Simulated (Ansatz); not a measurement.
`O[SiH](F)S` at its PBE0-D4/def2-TZVP geometry, where that method's forces vanish. The species carries charge 0 and has multiplicity 1.

```xyz
7

O     0.3424    0.6369    1.4990
Si   -0.3357    0.2701    0.0697
F    -1.4031   -0.9073    0.1927
S     1.1816   -0.3914   -1.2610
H     0.9595    0.0139    1.8876
H    -1.0650    1.4691   -0.3690
H     0.3204   -1.0912   -2.0191
```

Task: What forces (eV/Å) does B3LYP-D4/def2-TZVPP give on these atoms in Ansatz? (Estimate.)

Result: The calculation gave: 
```
O1   0.062  0.019  0.121
Si2 -0.116  0.260 -0.093
F3  -0.150 -0.149  0.024
S4   0.099 -0.063 -0.121
H5   0.030  0.008  0.058
H6   0.043 -0.070  0.033
H7   0.031 -0.005 -0.021
```

B3LYP here is the variant with VWN-RPA as its local correlation; programs differ in this.
